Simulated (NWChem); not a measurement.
Program: NWChem. System: H₄N₂Pb, charge 0, spin multiplicity 1, at a geometry optimised with PBE0/def2-SVP with def2 effective core potentials on Pb. The structure started from a generated list of species. Level: RHF/def2-TZVP with def2 effective core potentials on Pb.

The NWChem input:

```
start mol
memory heap 200 mb stack 800 mb global 1000 mb
geometry units angstroms nocenter noautoz
  Pb     0.000000     0.000000    -0.280684
  N     -1.552165    -0.010432     1.193816
  H     -2.516947    -0.226995     0.962616
  H     -1.391307    -0.139790     2.188726
  N      1.552165     0.010432     1.193816
  H      1.391307     0.139790     2.188726
  H      2.516947     0.226995     0.962616
  symmetry group C2
end
basis spherical
  * library def2-tzvp
end
ecp
  Pb library def2-ecp
end
scf
  rhf
  nopen 0
  maxiter 100
  thresh 1e-7
  semidirect memsize 60000000 filesize 0
end
task scf energy
```

Part of the output:

```
             Northwest Computational Chemistry Package (NWChem) 7.3.0
             --------------------------------------------------------

                                NWChem Input Module
                                -------------------

 Scaling coordinates for geometry "geometry" by  1.889725989
 (inverse scale =  0.529177249)

 Turning off AUTOSYM since
 SYMMETRY directive was detected!

                             Geometry "geometry" -> ""
                             -------------------------

 Output coordinates in angstroms (scale by  1.889725989 to convert to a.u.)

  No.       Tag          Charge          X              Y              Z
 ---- ---------------- ---------- -------------- -------------- --------------
    1 Pb                  82.0000     0.00000000     0.00000000    -0.28068400
    2 N                    7.0000    -1.55216500    -0.01043200     1.19381600
    3 H                    1.0000    -2.51694700    -0.22699500     0.96261600
    4 H                    1.0000    -1.39130700    -0.13979000     2.18872600
    5 N                    7.0000     1.55216500     0.01043200     1.19381600
    6 H                    1.0000     1.39130700     0.13979000     2.18872600
    7 H                    1.0000     2.51694700     0.22699500     0.96261600

 Effective nuclear repulsion energy (a.u.)     373.4735027796

            Nuclear Dipole moment (a.u.)
            ----------------------------
        X                 Y               Z
 ---------------- ---------------- ----------------
     0.0000000000     0.0000000000     0.0000377945

      Symmetry information
      --------------------

 Group name             C2
 Group number              4
 Group order               2
 No. of unique centers     4

      Symmetry unique atoms

     1    2    3    4


 Summary of "ao basis" -> "" (spherical)
 ------------------------------------------------------------------------------
       Tag                 Description            Shells   Functions and Types
 ---------------- ------------------------------  ------  ---------------------
 *                         def2-tzvp                  on all atoms

 Summary of "ao basis" -> "ao basis" (spherical)
 ------------------------------------------------------------------------------
       Tag                 Description            Shells   Functions and Types
 ---------------- ------------------------------  ------  ---------------------
 Pb                        def2-tzvp                16       50   6s5p3d2f
 N                         def2-tzvp                11       31   5s3p2d1f
 H                         def2-tzvp                 4        6   3s1p

                                 NWChem SCF Module
                                 -----------------

  ao basis        = "ao basis"
  functions       =   136
  atoms           =     7
  closed shells   =    20
  open shells     =     0
  charge          =   0.00
  wavefunction    = RHF
  use symmetry    = T
  symmetry adapt  = T

 Summary of "ao basis" -> "ao basis" (spherical)
 ------------------------------------------------------------------------------
       Tag                 Description            Shells   Functions and Types
 ---------------- ------------------------------  ------  ---------------------
 Pb                        def2-tzvp                16       50   6s5p3d2f
 N                         def2-tzvp                11       31   5s3p2d1f
 H                         def2-tzvp                 4        6   3s1p

      Symmetry analysis of basis
      --------------------------

        a          69
        b          67

 Forming initial guess at       0.1s

      Superposition of Atomic Density Guess
      -------------------------------------

 Sum of atomic energies:        -329.98296329

      Non-variational initial energy
      ------------------------------

 Total energy =    -303.151579
 1-e energy   =    -725.507888
 2-e energy   =     301.432766
 HOMO         =      -0.301678
 LUMO         =      -0.033061

      Symmetry analysis of molecular orbitals - initial
      -------------------------------------------------

  Numbering of irreducible representations:

     1 a           2 b

  Orbital symmetries:

     1 a           2 b           3 a           4 b           5 a
     6 b           7 a           8 b           9 a          10 b
    11 a          12 b          13 a          14 a          15 a
    16 b          17 b          18 b          19 a          20 a
    21 b          22 b          23 a          24 a          25 a
    26 b          27 b          28 b          29 a          30 b

 Starting SCF solution at       2.8s

 ----------------------------------------------
         Quadratically convergent ROHF

 Convergence threshold     :          1.000E-07
 Maximum no. of iterations :          100
 Final Fock-matrix accuracy:          1.000E-09
 ----------------------------------------------

              iter       energy          gnorm     gmax       time
             ----- ------------------- --------- --------- --------
                 1     -303.0157368213  1.24D+00  2.37D-01      3.0
                 2     -303.1004378504  3.12D-01  4.75D-02      3.5
                 3     -303.1101756499  2.87D-02  4.91D-03      4.1
                 4     -303.1102861444  4.92D-04  1.37D-04      5.3
                 5     -303.1102861978  1.68D-07  4.51D-08      7.0
                 6     -303.1102861978  7.46D-09  1.62D-09      7.8

       Final RHF  results
       ------------------

         Total SCF energy =   -303.110286197824
      One-electron energy =   -728.866100812091
      Two-electron energy =    304.832271322915
 Nuclear repulsion energy =    120.923543291353

        Time for solution =      5.1s

       Symmetry analysis of molecular orbitals - final
       -----------------------------------------------

  Numbering of irreducible representations:

     1 a           2 b

  Orbital symmetries:

     1 b           2 a           3 a           4 b           5 b
     6 a           7 b           8 a           9 a          10 b
    11 a          12 a          13 b          14 a          15 a
    16 b          17 b          18 b          19 a          20 a
    21 b          22 b          23 a          24 a          25 b
    26 a          27 b          28 b          29 a          30 b

             Final eigenvalues
             -----------------

              1
    1  -15.5084
    2  -15.5084
    3   -6.1622
    4   -3.8521
    5   -3.8448
    6   -3.8418
    7   -1.1124
    8   -1.1035
    9   -1.0711
   10   -1.0672
   11   -1.0596
   12   -1.0492
   13   -1.0191
   14   -0.6351
   15   -0.6122
   16   -0.5996
   17   -0.4649
   18   -0.3772
   19   -0.3687
   20   -0.3433
   21    0.0408
   22    0.0797
   23    0.1011
   24    0.1574
   25    0.1864
   26    0.2065
   27    0.2140
   28    0.2287
   29    0.2703
   30    0.2860

                       ROHF Final Molecular Orbital Analysis
                       -------------------------------------

 Vector   18  Occ=2.000000D+00  E=-3.771684D-01  Symmetry=b
              MO Center=  2.0D-13,  6.5D-15,  1.1D+00, r^2= 3.5D+00
   Bfn.  Coefficient  Atom+Function         Bfn.  Coefficient  Atom+Function
  ----- ------------  ---------------      ----- ------------  ---------------
    57      0.253985  2 N  py               100      0.253985  5 N  py
    60      0.241972  2 N  py               103      0.241972  5 N  py
    63      0.234786  2 N  py               106      0.234786  5 N  py

 Vector   19  Occ=2.000000D+00  E=-3.687453D-01  Symmetry=a
              MO Center=  6.0D-15, -5.6D-16,  3.0D-01, r^2= 3.9D+00
   Bfn.  Coefficient  Atom+Function         Bfn.  Coefficient  Atom+Function
  ----- ------------  ---------------      ----- ------------  ---------------
     6      0.384707  1 Pb s                  5      0.365876  1 Pb s
     3     -0.305134  1 Pb s                 12      0.205765  1 Pb pz
     2      0.191813  1 Pb s                 18     -0.183977  1 Pb pz
    57     -0.179872  2 N  py               100      0.179872  5 N  py
    60     -0.168563  2 N  py               103      0.168563  5 N  py

 Vector   20  Occ=2.000000D+00  E=-3.432925D-01  Symmetry=a
              MO Center= -4.5D-14, -2.1D-13,  6.4D-01, r^2= 4.0D+00
   Bfn.  Coefficient  Atom+Function         Bfn.  Coefficient  Atom+Function
  ----- ------------  ---------------      ----- ------------  ---------------
     6      0.346197  1 Pb s                  5      0.231249  1 Pb s
    57      0.218811  2 N  py                63      0.218104  2 N  py
   100     -0.218811  5 N  py               106     -0.218104  5 N  py
     3     -0.207265  1 Pb s                 60      0.205809  2 N  py
   103     -0.205809  5 N  py                12      0.185616  1 Pb pz

 Vector   21  Occ=0.000000D+00  E= 4.084143D-02  Symmetry=b
              MO Center= -1.9D-14, -2.0D-14, -4.3D-01, r^2= 5.8D+00
   Bfn.  Coefficient  Atom+Function         Bfn.  Coefficient  Atom+Function
  ----- ------------  ---------------      ----- ------------  ---------------
    20      0.748271  1 Pb py                11     -0.291680  1 Pb py
    17      0.276621  1 Pb py                14      0.218500  1 Pb py
    63     -0.217860  2 N  py               106     -0.217860  5 N  py

 Vector   22  Occ=0.000000D+00  E= 7.971444D-02  Symmetry=b
              MO Center= -1.4D-13,  3.8D-14, -6.8D-01, r^2= 8.8D+00
   Bfn.  Coefficient  Atom+Function         Bfn.  Coefficient  Atom+Function
  ----- ------------  ---------------      ----- ------------  ---------------
    19      1.287463  1 Pb px                55      0.625786  2 N  s
    98     -0.625786  5 N  s                 13      0.179509  1 Pb px
    10     -0.168741  1 Pb px

 Vector   23  Occ=0.000000D+00  E= 1.011500D-01  Symmetry=a
              MO Center=  1.4D-13,  1.5D-15, -7.4D-01, r^2= 1.0D+01
   Bfn.  Coefficient  Atom+Function         Bfn.  Coefficient  Atom+Function
  ----- ------------  ---------------      ----- ------------  ---------------
    21      1.475218  1 Pb pz                55     -0.787530  2 N  s
    98     -0.787530  5 N  s                  6      0.746645  1 Pb s
    62     -0.223020  2 N  px               105      0.223020  5 N  px
     3     -0.186111  1 Pb s

 center of mass
 --------------
 x =  -0.00000000 y =  -0.00000000 z =  -0.14636271

 moments of inertia (a.u.)
 ------------------
         237.581701424188          -7.131830215970           0.000000000000
          -7.131830215970         537.542182909670           0.000000000000
           0.000000000000           0.000000000000         301.005346161169

  Mulliken analysis of the total density
  --------------------------------------

    Atom       Charge   Shell Charges
 -----------   ------   -------------------------------------------------------
    1 Pb  22    21.03   0.06 -0.59  1.77  0.77  1.02  0.78 -0.62  6.56  0.49  0.51  0.12  9.11  0.89  0.08  0.05  0.00
    2 N    7     7.95   0.82  1.16  0.51  0.83  0.27  1.47  1.77  1.10  0.00  0.01  0.00
    3 H    1     0.77   0.26  0.41  0.06  0.04
    4 H    1     0.76   0.26  0.40  0.06  0.04
    5 N    7     7.95   0.82  1.16  0.51  0.83  0.27  1.47  1.77  1.10  0.00  0.01  0.00
    6 H    1     0.76   0.26  0.40  0.06  0.04
    7 H    1     0.77   0.26  0.41  0.06  0.04

       Multipole analysis of the density wrt the origin
       ------------------------------------------------

     L   x y z        total         open         nuclear
     -   - - -        -----         ----         -------
     0   0 0 0      0.000000      0.000000     40.000000

     1   1 0 0     -0.000000      0.000000      0.000000
     1   0 1 0      0.000000      0.000000      0.000000
     1   0 0 1     -0.456002      0.000000     31.824989

     2   2 0 0    -29.539581      0.000000    179.519336
     2   1 1 0      1.761770      0.000000      6.279149
     2   1 0 1     -0.000000      0.000000      0.000000
     2   0 2 0    -30.693838      0.000000      0.513017
     2   0 1 1      0.000000      0.000000     -0.000000
     2   0 0 2    -29.676255      0.000000    118.274694

 Task  times  cpu:        7.9s     wall:        7.9s

 Total times  cpu:        7.9s     wall:        7.9s
```
